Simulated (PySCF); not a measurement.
Magnetic susceptibility: `C(CC(=C)C(=O)O)=O`, C₅H₆O₃

Geometry:
| atom | x (Å) | y (Å) | z (Å) |
| --- | --- | --- | --- |
| C1 | 0.064 | 1.618 | -0.683 |
| C2 | 0.189 | 0.474 | -0.017 |
| C3 | -0.788 | 0.008 | 1.025 |
| C4 | -1.681 | -1.062 | 0.443 |
| O5 | -2.874 | -0.996 | 0.381 |
| C6 | 1.322 | -0.454 | -0.269 |
| O7 | 1.511 | -1.471 | 0.352 |
| O8 | 2.132 | -0.061 | -1.259 |
| H9 | -0.758 | 2.289 | -0.499 |
| H10 | 0.783 | 1.913 | -1.426 |
| H11 | -0.232 | -0.453 | 1.847 |
| H12 | -1.394 | 0.836 | 1.390 |
| H13 | -1.123 | -1.936 | 0.064 |
| H14 | 2.848 | -0.706 | -1.372 |

The calculation used PySCF 2.14.0, GIAO KT3/pcSseg-1 magnetisability, rotational g tensor and spin-rotation constants, non-relativistic, gas phase. Geometry: GFN2-xTB.

Question: What are the magnetisability and the molar susceptibility?

Answer: Isotropic -853 × 10⁻³⁰ J/T², or -51.4 × 10⁻⁶ cm³/mol; principal values -1045, -868, -645 × 10⁻³⁰ J/T², anisotropy 346 × 10⁻³⁰ J/T² (root of half the summed squared differences of the principal values). The susceptibility is in cgs units.

Question: Split it along the inertial axes a, b, c into diamagnetic and paramagnetic parts about the centre of mass, with the quadrupole moment.

Answer: 
| axis | χ (10⁻⁶ cm³/mol) | diamagnetic (10⁻⁶ cm³/mol) | paramagnetic (10⁻⁶ cm³/mol) | summed x² of all electrons (Å²) | quadrupole Θ (D Å) |
| --- | --- | --- | --- | --- | --- |
| a | -44.4 | -418.6 | 374.2 | 191.2 | -4.22 |
| b | -47.2 | -921.5 | 874.3 | 72.6 | +2.28 |
| c | -62.4 | -1119.3 | 1056.9 | 26.0 | +1.94 |

Anisotropies 2χaa − χbb − χcc = +20.8 and 2χbb − χaa − χcc = +12.4 × 10⁻⁶ cm³/mol. Θ is traceless in Buckingham's convention.

Question: And the rotational g tensor?

Answer: 
| axis | rotational constant (GHz) | g | nuclear part | electronic part |
| --- | --- | --- | --- | --- |
| a | 3.6621 | -0.0622 | 0.5815 | -0.6437 |
| b | 1.3549 | -0.0237 | 0.5328 | -0.5565 |
| c | 1.1082 | -0.0113 | 0.5389 | -0.5503 |

Asymmetric top; isotopes 12C, 1H, 16O; no vibrational averaging.
